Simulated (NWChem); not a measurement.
System meant: disilazane (Si$_{2}$NH$_{7}$); SMILES [SiH3]N[SiH3]

The following NWChem deck was run.

```
start job
memory heap 200 mb stack 900 mb global 1100 mb
geometry units angstroms noautoz
  Si     0.102291     0.034579     1.575614
  N     -0.562871    -0.292927     0.000000
  Si     0.102291     0.034579    -1.575614
  H     -0.908501     0.701809     2.454430
  H      1.277064     0.934425     1.387997
  H      0.553869    -1.202997     2.288995
  H     -1.438740    -0.811082     0.000000
  H      0.553869    -1.202997    -2.288995
  H     -0.908501     0.701809    -2.454430
  H      1.277064     0.934425    -1.387997
end
basis spherical
  * library def2-svp
end
dft
  xc b3lyp
  iterations 4
  mulliken
end
task dft energy
```

End of the output:

```
    Atom       Charge   Shell Charges
 -----------   ------   -------------------------------------------------------
    1 Si  14    13.52   2.00  1.93  0.65  0.33  5.82  1.28  1.14  0.38
    2 N    7     7.37   1.97  0.74  0.46  2.30  1.89  0.02
    3 Si  14    13.52   2.00  1.93  0.65  0.33  5.82  1.28  1.14  0.38
    4 H    1     1.11   0.66  0.43  0.02
    5 H    1     1.10   0.65  0.43  0.02
    6 H    1     1.12   0.66  0.44  0.02
    7 H    1     0.93   0.59  0.21  0.13
    8 H    1     1.12   0.66  0.44  0.02
    9 H    1     1.11   0.66  0.43  0.02
   10 H    1     1.10   0.65  0.43  0.02

 center of mass
 --------------
 x =  -0.01393598 y =   0.00072014 z =   0.00000000

 moments of inertia (a.u.)
 ------------------
         611.824696488120          -0.000000000000           0.000000000000
          -0.000000000000         642.235181544363           0.000000000000
           0.000000000000           0.000000000000          72.068060489698

     Multipole analysis of the density
     ---------------------------------

     L   x y z        total         alpha         beta         nuclear
     -   - - -        -----         -----         ----         -------
     0   0 0 0      0.000000    -21.000000    -21.000000     42.000000

     1   1 0 0     -0.352571     -0.176286     -0.176286      0.000000
     1   0 1 0     -0.018874     -0.009437     -0.009437      0.000000
     1   0 0 1      0.000000      0.000000      0.000000      0.000000

     2   2 0 0    -25.520005    -32.760742    -32.760742     40.001479
     2   1 1 0      0.255518      0.088163      0.088163      0.079192
     2   1 0 1      0.000000      0.000000      0.000000      0.000000
     2   0 2 0    -28.595180    -24.630817    -24.630817     20.666454
     2   0 1 1      0.000000      0.000000      0.000000      0.000000
     2   0 0 2    -28.510906   -185.474035   -185.474035    342.437164

 ------------------------------------------------------------------------
 dft energy failed                                                                                  0
 ------------------------------------------------------------------------
 ------------------------------------------------------------------------
  current input line :
    23: task dft energy
 ------------------------------------------------------------------------
 ------------------------------------------------------------------------
 This type of error is most commonly associated with calculations not reaching convergence criteria
 ------------------------------------------------------------------------
 For more information see the NWChem manual at https://nwchemgit.github.io

0:dft energy failed:Received an Error in Communication
```

Question: Find the fault in this run and fix the input.

Answer: The run did not converge; its last values are not results. Cause: the SCF was allowed too few iterations. This input runs:
```
start job
memory heap 200 mb stack 900 mb global 1100 mb
geometry units angstroms noautoz
  Si     0.102291     0.034579     1.575614
  N     -0.562871    -0.292927     0.000000
  Si     0.102291     0.034579    -1.575614
  H     -0.908501     0.701809     2.454430
  H      1.277064     0.934425     1.387997
  H      0.553869    -1.202997     2.288995
  H     -1.438740    -0.811082     0.000000
  H      0.553869    -1.202997    -2.288995
  H     -0.908501     0.701809    -2.454430
  H      1.277064     0.934425    -1.387997
end
basis spherical
  Si library def2-svp
  N library def2-svp
  H library def2-svp
end
dft
  xc b3lyp
  iterations 150
  mulliken
end
task dft energy
```
It converges to -637.79303 Ha (B3LYP/def2-SVP).
